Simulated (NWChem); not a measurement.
Molecule: C$_{3}$H$_{3}$, doublet; SMILES C=C=[CH]

Computed with NWChem. Spin-unrestricted. In the optimisation the excess spin sits in b1 (C2v, its own frame). The geometry was optimised at PBE-D3(BJ)/def2-SVP, spin-unrestricted. No stability test was run on the SCF state. Level: PBE0/def2-SVP with SMD (1 M gas to 1 M solution), gas-phase geometry. Reactions with the solvent are ignored.

Predict the results for solvent acetonitrile. Quantities: solvation free energy (kcal/mol); cavity-dispersion-structure term (kcal/mol); dipole in solution (D).


```yaml
solvation free energy (kcal/mol): -2.5
cavity-dispersion-structure term (kcal/mol): 1.3
dipole in solution (D): 0.25
```
